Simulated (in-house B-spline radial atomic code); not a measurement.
**BP86 excitations of Te4+**

Method: BP86. Computed with an all-electron radial atomic-structure program (B-spline basis): linear response of the closed shell [Kr] 4d10 5s2 with the functional's adiabatic kernel; non-relativistic, point nucleus, no spin-orbit coupling, no double excitations, S, P, D and F terms only; shells from n = 3 respond. Only terms of natural parity with L up to 3 were computed.

Without relativity these are model numbers for so heavy an element.

Command:
```bash
python run_td.py task.json out
```
Settings (radii: box in bohr, nucleus in fm):
```
Z                        52
electrons                48
configuration            [Kr] 4d10 5s2
hamiltonian              nr
method                   b88,p86
box_radius               19.1
intervals                56
```

Run time, properties included: 0.9 s on 1 thread of Intel(R) Xeon(R) 6975P-C (Granite Rapids) (shared host).

The lowest states, in the order of their Tamm-Dancoff energies; the method's threshold (minus the highest occupied level) is 51.58 eV. Labels give the largest channel, * marks a mixed state, and oscillator strengths are full-response dipole values. Semilocal kernels can invert the small singlet-triplet splittings of Rydberg terms. Energies in eV:

| state | full response | Tamm-Dancoff | oscillator strength |
| --- | --- | --- | --- |
| 5s → 5p 3P | 8.708 | 8.837 | - |
| 5s → 5p 1P | 12.380 | 12.958 | 1.5 |
| 5s → 5d 3D | 23.979 | 24.021 | - |
| 5s → 5d 1D | 25.011 | 25.042 | - |
| 5s → 6s 3S | 28.687 | 28.693 | - |
| 5s → 4f 3F | ? | ? | - |
| 5s → 6s 1S | 29.163 | 29.194 | - |
| 5s → 4f 1F | 29.671 | 29.685 | - |
| 5s → 6p 3P | 32.21 | 32.22 | - |
| 5s → 6p 1P | 32.33 | 32.37 | 0.0773 |
| 5s → 6d 3D | 37.43 | 37.43 | - |
| 5s → 6d 1D | ? | ? | - |
| 5s → 7s 3S | 38.68 | 38.68 | - |
| 5s → 5f 3F | 38.75 | 38.75 | - |
| 5s → 5f 1F | 38.79 | 38.79 | - |
| 5s → 7s 1S | 38.78 | 38.79 | - |

Task: Where does 5s → 4f 3F lie?

Result: At 28.789 eV in full response, 28.845 eV in Tamm-Dancoff.

Task: Where does 5s → 6d 1D lie?

Result: At 37.61 eV in full response, 37.62 eV in Tamm-Dancoff.

Task: How large is the singlet-triplet splitting of 5s → 5p (P terms) in Tamm-Dancoff?

Result: 4.12 eV, from the unrounded values.

Task: What polarisabilities and dispersion coefficient does the method give?

Result: Dipole 8.85 bohr³, quadrupole 21.27 bohr⁵, C6 36.54 hartree·bohr⁶ for two such species.
